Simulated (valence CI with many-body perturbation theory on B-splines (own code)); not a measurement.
**La IX: electric-dipole lines**

Computed by configuration interaction combined with many-body perturbation theory (CI+MBPT): three valence electrons over a frozen Dirac-Fock core [Kr] 4d10, a basis of 8 s, 8 p, 9 d, 9 f, 6 g, 3 h, 2 i functions for each j, with the one-electron correlation potential Σ1 (screened to all orders), the two-electron term Σ2, the three-electron term Σ3, Breit, model QED; selected single and double excitations, second order for the rest, scaled by the run's own slope (own B-spline code, finite nucleus).

No measured levels were compared; by estimate levels hold to about 250 cm⁻¹ or 0.2 % of their energy and the worst to 1 %, as in measured heavy ions of charge 2 to 7; those with d or f electrons hold less well. Core correlation moves these levels by up to 33000 cm⁻¹, and in measured spectra 5 to 20 % of such shifts remained as error; rates that hang on mixing are uncertain with them.

Lines 51 to 100 of 176 in falling wavelength, among levels below 373810 cm⁻¹, chosen from the strongest by gf and those to the six lowest levels. Wavelengths and rates use the calculated energies, so an error of 400 cm⁻¹ moves a line at 70.08 nm by 0.28 % and its rate by three times that or more. Electric multipoles are in the length gauge, E1 and E2 with the static RPA response of the core. Weak lines are less certain than strong ones. Lines between different terms over intervals too small for the method are left out, as are lines whose strength nearly cancels. Where a level lies close to another of its J and parity, the split of strength between their lines is uncertain. The highest levels of a list are the least certain.

Names give the largest LS component (configuration and term), which can be under half, so a name can repeat, a term be missing and a line seem to break the LS rules; names also repeat where a configuration has a term twice. Letters in brackets count levels of one name in rising energy.

```
λ vac (nm)                Upper                Lower   A (s⁻¹)  S (a.u.) with core polarisation  S without
     70.08      5p3 4S°_3/2 [b]        5s 5p2 2P_1/2  6.52e+08                         4.43e-01   6.06e-01
     69.93      5p3 4S°_3/2 [a]        5s 5p2 2D_3/2  6.33e+08                         4.28e-01   5.82e-01
     69.89        5s 5p2 4P_3/2       5s2 5p 2P°_1/2  5.14e+06                         3.46e-03   4.64e-03
     69.73  4f 5s 5p 4F_7/2 [b]       4f 5s2 2F°_7/2  1.17e+08                         1.56e-01   2.06e-01
     69.01     5s 5p 5d 4F°_5/2      4f 5s 5p 4F_5/2  3.87e+08                         3.76e-01   4.67e-01
     68.81  4f 5s 5p 4F_7/2 [b]       4f 5s2 2F°_5/2  1.59e+07                         2.05e-02   2.70e-02
     68.62      4f 5s 5p 4D_5/2       4f 5s2 2F°_7/2  2.80e+07                         2.68e-02   2.73e-02
     68.43        5s 5p2 2D_3/2       5s2 5p 2P°_3/2  6.77e+07                         4.28e-02   5.58e-02
     68.36     5s 5p 5d 4F°_5/2      4f 5s 5p 4F_3/2  5.70e+07                         5.40e-02   7.41e-02
     68.11     5s 5p 5d 4F°_5/2        5s 5p2 2P_3/2  1.20e+08                         1.13e-01   1.53e-01
     67.80     5s 5p 5d 4F°_3/2      4f 5s 5p 4G_5/2  7.11e+08                         4.38e-01   4.72e-01
     67.73      4f 5s 5p 4D_5/2       4f 5s2 2F°_5/2  7.22e+07                         6.64e-02   9.01e-02
     67.15     5s 5p 5d 4F°_5/2  4f 5s 5p 4F_7/2 [a]  1.17e+08                         1.05e-01   9.36e-02
     66.86  4f 5s 5p 2G_7/2 [b]       4f 5s2 2F°_7/2  1.41e+08                         1.67e-01   2.18e-01
     66.82      5p3 4S°_3/2 [b]        5s 5p2 2D_5/2  1.13e+09                         6.68e-01   9.04e-01
     66.75  4f 5s 5p 4D_3/2 [a]       4f 5s2 2F°_5/2  1.69e+07                         9.91e-03   5.72e-03
     66.02  4f 5s 5p 2G_7/2 [b]       4f 5s2 2F°_5/2  5.31e+07                         6.04e-02   7.97e-02
     66.02     5s 5p 5d 4F°_5/2      4f 5s 5p 4G_5/2  7.80e+07                         6.64e-02   7.99e-02
     65.89          5p3 2D°_5/2        5s 5p2 2D_5/2  1.90e+09                         1.61e+00   2.18e+00
     65.69  4f 5s 5p 2D_5/2 [a]       4f 5s2 2F°_7/2  2.42e+08                         2.03e-01   2.19e-01
     65.26  4f 5s 5p 4D_3/2 [b]       4f 5s2 2F°_5/2  1.03e+08                         5.67e-02   5.19e-02
     64.88  4f 5s 5p 2D_5/2 [a]       4f 5s2 2F°_5/2  4.20e+07                         3.40e-02   4.87e-02
     63.90        5s 5p2 2D_5/2       5s2 5p 2P°_3/2  1.17e+09                         9.01e-01   1.22e+00
     63.26  4f 5s 5p 2G_9/2 [a]       4f 5s2 2F°_7/2  3.60e+05                         4.50e-04   5.60e-04
     62.50      5p3 4S°_3/2 [b]        5s 5p2 2D_3/2  5.91e+08                         2.85e-01   3.89e-01
     61.68          5p3 2D°_5/2        5s 5p2 2D_3/2  5.63e+08                         3.91e-01   5.33e-01
     61.35        5s2 5d 2D_5/2       4f 5s2 2F°_7/2  1.39e+08                         9.49e-02   1.74e-01
     61.18        5s 5p2 2P_1/2       5s2 5p 2P°_3/2  5.65e+08                         1.28e-01   1.70e-01
     60.97      5p3 4S°_3/2 [a]        5s 5p2 4P_5/2  3.93e+09                         1.76e+00   2.35e+00
     60.64        5s2 5d 2D_5/2       4f 5s2 2F°_5/2  7.17e+08                         4.74e-01   5.97e-01
     59.63          5p3 2P°_1/2        5s 5p2 2P_1/2  5.05e+08                         1.06e-01   1.42e-01
     58.28  4f 5s 5p 2D_3/2 [a]       4f 5s2 2F°_5/2  9.61e+06                         3.75e-03   1.09e-02
     57.36      5p3 4S°_3/2 [a]        5s 5p2 4P_3/2  1.72e+09                         6.40e-01   8.51e-01
     57.33        5s 5p2 2D_3/2       5s2 5p 2P°_1/2  3.19e+09                         1.19e+00   1.58e+00
     56.66  4f 5s 5p 2F_5/2 [b]       4f 5s2 2F°_7/2  1.56e+08                         8.41e-02   1.04e-01
     56.20  4f 5s 5p 2F_7/2 [b]       4f 5s2 2F°_7/2  9.58e+09                         6.72e+00   8.76e+00
     56.05  4f 5s 5p 2F_5/2 [b]       4f 5s2 2F°_5/2  9.67e+09                         5.04e+00   6.59e+00
     55.61  4f 5s 5p 2F_7/2 [b]       4f 5s2 2F°_5/2  9.61e+08                         6.52e-01   8.50e-01
     55.50     5s 5p 5d 4F°_3/2        5s 5p2 2D_5/2  1.87e+08                         6.30e-02   8.22e-02
     55.24      5p3 4S°_3/2 [b]        5s 5p2 4P_5/2  2.64e+09                         8.78e-01   1.16e+00
     54.60          5p3 2D°_5/2        5s 5p2 4P_5/2  8.91e+08                         4.30e-01   5.76e-01
     54.57  4f 5s 5p 2G_7/2 [c]       4f 5s2 2F°_7/2  8.66e+08                         5.56e-01   7.22e-01
     54.36  4f 5s 5p 2G_9/2 [b]       4f 5s2 2F°_7/2  1.11e+10                         8.82e+00   1.15e+01
     54.31     5s 5p 5d 4F°_5/2        5s 5p2 2D_5/2  3.63e+08                         1.72e-01   2.21e-01
     54.05          5p3 2P°_1/2        5s 5p2 2D_3/2  6.72e+09                         1.05e+00   1.40e+00
     54.01  4f 5s 5p 2G_7/2 [c]       4f 5s2 2F°_5/2  9.99e+09                         6.21e+00   8.08e+00
     52.86      4f 5s 5p 4G_5/2       5s2 5p 2P°_3/2  5.03e+06                         2.20e-03   2.50e-03
     52.64      5p3 4S°_3/2 [a]        5s 5p2 4P_1/2  2.29e+09                         6.58e-01   8.70e-01
     52.49     5s 5p 5d 4F°_3/2        5s 5p2 2D_3/2  5.33e+08                         1.52e-01   1.91e-01
     52.26      5p3 4S°_3/2 [b]        5s 5p2 4P_3/2  4.39e+09                         1.24e+00   1.64e+00
```
